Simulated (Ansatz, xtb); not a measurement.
Relative energy of two isomers of C4H9BrGe

Structure a is `[Br][GeH2][CH]1CCC1`, a singlet and structure b is `[Br][GeH2][CH2]C1CC1`, a singlet. Both are isolated molecules in the gas phase, relaxed with B3LYP/def2-SVP; the shapes shown needn't be the lowest conformers.

a (Å):

```xyz
15

C     1.2895   -0.0549   -0.5933
C     1.7676   -1.5193   -0.3695
C     1.8071   -1.2339    1.1541
C     0.9227    0.0176    0.9178
Br   -1.9335   -1.0432   -1.5284
Ge   -0.0753    0.3344   -1.9541
H    -0.5942    1.7865   -1.8867
H     0.3900   -0.0043   -3.3864
H     2.1462    0.6044   -0.8183
H     2.7057   -1.8192   -0.8614
H     0.9883   -2.2544   -0.6258
H     1.4088   -2.0128    1.8226
H     2.8187   -0.9646    1.4965
H     1.1873    0.9431    1.4521
H    -0.1427   -0.1970    1.0972
```

b (Å):

```xyz
15

C     0.1965   -0.2795    0.8516
C     0.6338    0.7986    1.8212
C     1.6340    1.8499    1.4038
C     0.1926    2.2305    1.6374
Br   -1.4826   -2.0473    3.3804
Ge   -1.5714   -1.0592    1.2508
H    -1.9391   -2.1892    0.2665
H    -2.6922   -0.0018    1.3091
H     0.9200   -1.1118    0.8286
H     0.1332    0.1177   -0.1772
H     0.7119    0.4563    2.8592
H     2.3833    2.1716    2.1328
H     1.9972    1.8278    0.3714
H    -0.0564    2.8180    2.5257
H    -0.4202    2.4693    0.7619
```

Problem. Estimate E(b) − E(a) at the level CCSD(T)/def2-SVP + ΔMP2/def2-TZVPP.

Solution. Too close to call at this level: CCSD(T)/def2-SVP + ΔMP2/def2-TZVPP gives E(b) − E(a) = +1.41 kcal/mol.

How the difference moves with the method:

| level | geometry | E(b) − E(a) (kcal/mol) | departure from the last row (kcal/mol) | job, with rough time for the two |
| --- | --- | --- | --- | --- |
| B3LYP/def2-SVP | B3LYP/def2-SVP | +0.40 | −1.01 | optimisation, 1.7 min |
| HF/def2-SVP | B3LYP/def2-SVP | −0.63 | −2.04 | part of the CCSD(T) run |
| MP2/def2-SVP | B3LYP/def2-SVP | +0.50 | −0.91 | part of the CCSD(T) run |
| CCSD(T)/def2-SVP | B3LYP/def2-SVP | +1.23 | −0.18 | single point |
| CCSD(T)/def2-SVP + ΔMP2/def2-TZVPP | B3LYP/def2-SVP | +1.41 |  | single point, 2.7 min |

As drawn, both hold the same kinds of bond in the same numbers. Structure a has a 4-membered ring, b a 3-membered ring.

HF/def2-SVP puts the two in the other order. B3LYP/def2-SVP finds them nearly level. The largest departure from CCSD(T)/def2-SVP + ΔMP2/def2-TZVPP is that of HF/def2-SVP, 2.04 kcal/mol. Levels run at GFN2-xTB geometries aren't shown. The last row adds to CCSD(T) the change of the MP2 difference between the two basis sets, here +0.18 kcal/mol.

With thermal terms from frequencies at re-optimised GFN2-xTB minima (ideal gas, soft modes damped towards free rotors, one conformer each, 298.15 K, 1 atm): the zero-point term adds −0.81 kcal/mol; ΔH is +0.76 and ΔG +0.43 kcal/mol.

The correlated steps freeze 22 core orbitals; the filled d shell of Br and Ge is correlated, in a basis made for valence electrons. Run with Ansatz 0.2.0, xtb 6.7.1; the last row on 4 threads of Arm Neoverse V2 on a shared host.
